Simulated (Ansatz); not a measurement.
Input for Ansatz (a quantum-chemistry and plane-wave program): R-B3LYP/def2-TZVPP on H4OSiSn (SMILES [OH][Sn][SiH3]), a point of a torsion scan. Elements past Kr take the def2 small-core potentials; no spin–orbit coupling.

Ansatz 0.2 input:
```yaml
crystal:
  periodic: [false, false, false]
  atoms:
    - {symbol: O, position_ang: [2.37485909, -0.32816216, -0.51315734]}
    - {symbol: Sn, position_ang: [0.75077485, -0.90392053, 0.58544550]}
    - {symbol: Si, position_ang: [1.96855577, -3.06875719, 1.45134483]}
    - {symbol: H, position_ang: [2.91519145, 0.45298776, -0.48143773]}
    - {symbol: H, position_ang: [3.15857702, -2.77935937, 2.28625656]}
    - {symbol: H, position_ang: [1.23564975, -4.02789058, 2.31290907]}
    - {symbol: H, position_ang: [2.50948666, -3.95441313, 0.39949717]}
basis:
  gaussian:
    orbitals: def2-TZVPP
hamiltonian:
  xc: {name: B3LYP}
scf: {lower_state_search: off}
```

The log:

```
WARN ansatz: RAYON_NUM_THREADS=1 ignored (pool sized by the plan → 1); use --threads N
Functional definition: B3LYP
these checks for a lower state are left out or cut short: stability, starts, cluster_reference, orbital_swaps, neighbouring_geometries, increment
integrals: 0.09 GiB planned
1110 factors; their error is unknown
mean field: 0.77 GiB planned
mean field evaluation 1: about -15816.8250 eV, gradient 6.7e1 eV
mean field evaluation 2: about -15712.8750 eV, gradient 1.8e2 eV
mean field evaluation 4: about -15824.8467 eV, gradient 1.3e1 eV
mean field evaluation 8: about -15825.2150 eV, gradient 2.2e-1 eV
mean field evaluation 16: about -15825.2922 eV, gradient 3.0e-4 eV
mean field -15825.29222198 eV, -581.5687623895 hartree, gradient 5.5e-6 eV, S^2 0.000000; 0 other end points of the search recorded, 0 dependent functions left out
reference -15825.29248362 eV, -581.5687720047 hartree; 24, 24 occupied and 155, 155 virtual orbitals, 1110 factors
Total energy: -15825.29248362 eV, -581.5687720047 hartree
Checks for a lower state left out: stability, starts, cluster_reference, orbital_swaps, neighbouring_geometries, increment
```

The calculation finished and met its thresholds.

Cost: around 2.9 core-seconds (rough).
